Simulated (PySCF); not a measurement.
Core-level binding energies of `C=C[B-](C=C)(C=C)C=C`

C₈H₁₂B (charge -1).
Bonds: C1–C2 (double), C2–B3, B3–C4, C4–C5 (double), B3–C6, C6–C7 (double), B3–C8, C8–C9 (double). Hydrogens: H10, H11 on C1; H12 on C2; H13 on C4; H14, H15 on C5; H16 on C6; H17, H18 on C7; H19 on C8; H20, H21 on C9.

The calculation used delta-SCF UKS SCAN, pcX-2 on the ionised atom, pcseg-1 elsewhere, spin-free X2C in PySCF 2.14.0. Vertical ΔSCF values, vacuum level as zero.

What binding energy does each computed site have?

```
    atom(s)            environment  level  binding energy (eV)  above the level's lowest (eV)  count
C1/C5/C7/C9   terminal =CH2 carbon   C 1s               285.24                          +0.30      4
C2/C4/C6/C8       alkene CH carbon   C 1s               284.94                           0.00      4
         B3  four-coordinate boron   B 1s               188.57                           0.00      1
```

Lowest listed C 1s: C2/C4/C6/C8, bonded to C (double bond), H and B. Highest, 0.30 eV above it: C1/C5/C7/C9, bonded to C (double bond) and 2 H. Summing the Pauling electronegativity differences to the bonded atoms, each weighted by its formal bond order, gives -0.86 for the lowest site and -0.70 for the highest.

Which effective nuclear charge Zeff reproduces each element's mean 1s value in the hydrogen-like formula E = 13.606 eV × Zeff²?

B (Z = 5): mean 188.6 eV, Zeff = 3.72, Z − Zeff = 1.28; C (Z = 6): mean 285.1 eV, Zeff = 4.58, Z − Zeff = 1.42. Means run over the listed sites, weighted by atom count.

Which photon energy gives electrons from C 1s of C1/C5/C7/C9 a kinetic energy of 20 eV, and what is their de Broglie wavelength?

hν = 285.24 + 20 = 305.24 eV, recoil neglected; λ = 12.264 Å/√(E/eV) = 2.74 Å.

Topologically equivalent atoms share the value of their first member; where this conformer doesn't relate them by symmetry, their own values could differ. The unrestricted hole states depart most from a pure doublet (⟨S²⟩ = 0.75; over 0.85 named) for C 1s of C2/C4/C6/C8 (0.88), which makes this value less certain. The species carries charge -1, so core ionisation leaves a neutral species. The basis sets have no added diffuse functions. One conformer (not necessarily the lowest) at the PBE0-D3(BJ)/def2-SVP geometry, without solvent, vibrations or thermal averaging. The geometry's basis has no diffuse functions, a weakness for an anion.

Time: 3.7 min of wall time. Hardware: Arm Neoverse V1, one thread, no GPU (shared host).

Shape of the structure used: `[CH2:1]=[CH:2][B-:3]([CH:4]=[CH2:5])([CH:6]=[CH2:7])[CH:8]=[CH2:9]`: C1–C2–B3–C4 -137°, C2–B3–C4–C5 136°, C2–B3–C6–C7 125°, C2–B3–C8–C9 130°.
